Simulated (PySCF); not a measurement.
Species: Cu(NH3)(N(SiH3)2) (singlet state).
Cartesian coordinates in Å at the PBE0-D3(BJ)/def2-SVP level; atoms count from 1:
```
atom  x, y, z in Å
Cu1   -0.0152   -0.0132    1.1013
N2     0.0159   -0.0412    3.0368
H3    -0.9155    0.0694    3.4412
H4     0.5942    0.7085    3.4200
H5     0.3925   -0.9185    3.4002
N6    -0.0440    0.0093   -0.7377
Si7    0.0091    1.5446   -1.5032
Si8   -0.0343   -1.5123   -1.5322
H9     1.2447    1.7735   -2.3337
H10   -0.0133    2.6434   -0.4760
H11   -1.1539    1.8039   -2.4238
H12   -1.1933   -1.7131   -2.4725
H13   -0.1096   -2.6285   -0.5262
H14    1.2033   -1.7696   -2.3509
```

Method used: PySCF, PBE0-D3(BJ)/def2-SVP geometry optimisation, gas phase.

Problem. Which atoms are bound to Cu1, and at what distances?

Solution. 2 atoms: N6 1.839 Å, N2 1.936 Å. The nearest atom not counted as bound is H4, at 2.50 Å (others tie with it).

Problem. What is the shape at Cu1?

Solution. Linear: angle 179.9°. The Cu–N distances aren't all alike: 1.839 to 1.936 Å.

Problem. What are the other bond lengths?

Solution. N2–H3, N2–H4, N2–H5 1.021 Å; N6–Si7, N6–Si8 1.717 Å; Si7–H9 and 5 like bonds 1.505 Å.

Problem. Give some angles away from the centre.

Solution. Cu1–N6–Si7 117.2°, Si7–N6–Si8 125.9°.

Problem. What are the rotational constants (commonest isotopes, rigid rotor)?

Solution. A = 3047, B = 1243, C = 905.6 MHz: an asymmetric top.

Point group: near Cs, missed by 0.20 Å at most; the miss may be what the optimiser left on a soft mode. Charge 0, singlet. PBE0-D3(BJ)/def2-SVP frequencies: not computed here.

The run took 3.4 min of wall time on one thread of an Intel Xeon at 2.50 GHz (shared host), and the process peaked at 0.55 GiB of memory. That covers the optimisation of the geometry.
